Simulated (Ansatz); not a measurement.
H$_{5}$O$_{2}$Si$_{2}$ (`O[SiH](O)[SiH2]`) radical. Charge 0, multiplicity 2.

Z-matrix (Å, degrees):
```
Si
O 1 1.646
Si 1 2.331 2 103.3
O 1 1.647 2 112.7 3 -124.4
H 1 1.484 2 111.5 3 120.7
H 2 0.959 1 117.5 3 -173.5
H 3 1.489 1 115.3 2 -45.8
H 3 1.489 1 114.8 2 -175.2
H 4 0.959 1 117.3 2 67.7
```

Q: List the harmonic frequencies (cm⁻¹, unscaled) at PBE0-D4/def2-TZVP in Ansatz. (An estimate is asked.)

A: The calculation gave: 76, 152, 205, 244, 291, 359, 417, 465, 511, 750, 786, 834, 874, 902, 932, 944, 2201, 2223, 2231, 3904, 3912.

Q: Is this a minimum?

A: Yes, all 21 modes are real.

Q: Give the ideal-gas thermochemistry at 298.15 K and 1 bar (rigid rotor, harmonic oscillator; point group C1, symmetry number 1).

A: Zero-point energy 138.8 kJ/mol; H(298) − E = 160.5 kJ/mol; entropy 351.0 J/(mol·K), of which translation 165.4, rotation 110.6, vibration 69.3, electronic 5.8; G(298) − E = 55.8 kJ/mol. Modes under 100 cm⁻¹ are hindered rotations or soft bends, so the harmonic entropy is rough.

Q: Rotational constants (cm⁻¹)?

A: 0.2125, 0.09874, 0.0752.
